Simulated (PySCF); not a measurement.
C₈H₈N₂S, SMILES Cn1cccc1-c1cncs1.

Coordinates come from a B3LYP-D3(BJ)/def2-SVP optimisation. The structure was generated by enumeration, and PubChem lists no compound with its InChIKey, so it may never have been made. One conformer was computed; it need not be the lowest.

Method: SMD-B3LYP/6-31G* run with PySCF.

Solvation free energies are E(SMD) − E(gas) at the gas-phase geometry, for 1 M in both phases. In vacuum the dipole moment is 2.96 D.

| solvent | ΔG(solv) (kcal/mol) | its non-electrostatic (CDS) part | dipole (D) |
|---|---|---|---|
| water | -5.3 | 3.1 | 4.07 |
| cyclohexanone | ___ | ___ | ___ |
| benzene | -7.3 | -3.7 | 3.42 |

**Question.** Fill in the missing entries. (The exact figures need the calculation; the answer reports its results.)

**Answer.** 
- cyclohexanone, ΔG(solv) (kcal/mol): -8.4
- cyclohexanone, its non-electrostatic (CDS) part: -0.7
- cyclohexanone, dipole (D): 3.96
